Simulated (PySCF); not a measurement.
Geometries of 3 isomers of C6H8O, from PySCF 2.14.0, PBE0-D3(BJ)/def2-SVP geometry optimisation, gas phase. One conformer each, no zero-point energy, no frequencies.

Question: Which is lowest in electronic energy at this level?
A.
```xyz
15
angstrom
C     -2.639    2.814   -0.459
C     -2.037    1.784   -0.250
C     -1.338    0.555   -0.001
C     -1.995   -0.578    0.315
O     -0.003    0.698   -0.125
C      0.804   -0.435    0.094
C      2.244   -0.032   -0.102
H     -3.168    3.730   -0.644
H     -1.485   -1.521    0.508
H     -3.082   -0.557    0.382
H      0.634   -0.822    1.117
H      0.517   -1.239   -0.610
H      2.907   -0.894    0.063
H      2.523    0.763    0.605
H      2.406    0.343   -1.123
```
B.
```xyz
15
angstrom
C     -2.010    0.618    0.486
C     -1.201   -0.267   -0.457
C      0.268   -0.245   -0.175
C      1.163    0.873   -0.300
C      2.390    0.425    0.084
O      2.327   -0.873    0.439
C      1.046   -1.270    0.282
H     -1.692    1.670    0.419
H     -3.084    0.578    0.246
H     -1.881    0.301    1.532
H     -1.562   -1.306   -0.395
H     -1.374    0.052   -1.499
H      0.918    1.877   -0.640
H      3.367    0.895    0.153
H      0.829   -2.307    0.528
```
C.
```xyz
15
angstrom
C     -3.274   -0.171   -0.426
C     -2.052   -0.634   -0.117
C     -0.834    0.102   -0.378
C      0.406   -0.333   -0.080
C      1.597    0.498   -0.387
C      2.933   -0.088   -0.006
O      1.500    1.586   -0.915
H     -4.176   -0.750   -0.216
H     -3.404    0.806   -0.900
H     -1.949   -1.616    0.357
H     -0.913    1.088   -0.853
H      0.557   -1.308    0.395
H      3.088   -1.049   -0.523
H      3.736    0.609   -0.271
H      2.962   -0.299    1.075
```

Answer: B. That is 3-ethylfuran, `c1occc1CC`, 14.6 kcal/mol below the next.

```csv
SMILES,atoms numbered as above,E (Eh),relative (kcal/mol),relative (kJ/mol),dipole (D)
CCc1ccoc1,[CH3:1][CH2:2][c:3]1[cH:4][cH:5][o:6][cH:7]1,-308.08326,0.0,0.0,0.83
C=C/C=C/C(C)=O,[CH2:1]=[CH:2]/[CH:3]=[CH:4]/[C:5]([CH3:6])=[O:7],-308.05996,14.6,61.2,2.84
C#CC(=C)OCC,[CH:1]#[C:2][C:3](=[CH2:4])[O:5][CH2:6][CH3:7],-307.99102,57.9,242.2,1.19
```

As drawn, the lowest has an aromatic ring, which the highest lacks; the highest has a C≡C bond and a C=C bond outside aromatic rings, which the lowest lacks.
